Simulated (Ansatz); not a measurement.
Reaction (redistribution): `C[SiH2]S[SiH](Cl)Cl` + `COB(N)F` → `C[SiH2]OB(N)F` + `CS[SiH](Cl)Cl`

Computed with Ansatz on PBE0-D4/def2-TZVP structures; ΔE is electronic, products minus reactants. CBS: MP2 limit from def2 TZ/QZ plus the TZ coupled-cluster correction, frozen cores. This one scheme is used for every species. DFT in def2-TZVPP. B3LYP here is the variant with VWN-RPA as its local correlation; programs differ in this. Each species was taken in one conformer, which may not be the lowest.

CCSD(T)/CBS gives -75.3 kJ/mol.

Task: Another level gave -71.1 kJ/mol. Which?
A. PBE-D4/def2-TZVPP
B. ωB97X-V/def2-TZVPP
C. HF/def2-TZVPP
D. B3LYP/def2-TZVPP

Result: B. ωB97X-V -71.1, PBE-D4 -61.8, HF/def2-TZVPP -87.6, B3LYP -80.4 kJ/mol.

Largest T1 diagnostic among the species: 0.011.

In def2-TZVPP, CCSD(T) changes the Hartree–Fock value by +13.7 kJ/mol (the triples alone add +2.8 kJ/mol) and MP2 by +12.5 kJ/mol. The D4 term adds +8.9 kJ/mol with B3LYP and +5.1 kJ/mol with PBE0; it sums over pairs of atoms, weighted by their polarisabilities, and B3LYP, whose exchange is more repulsive, gets the larger term.
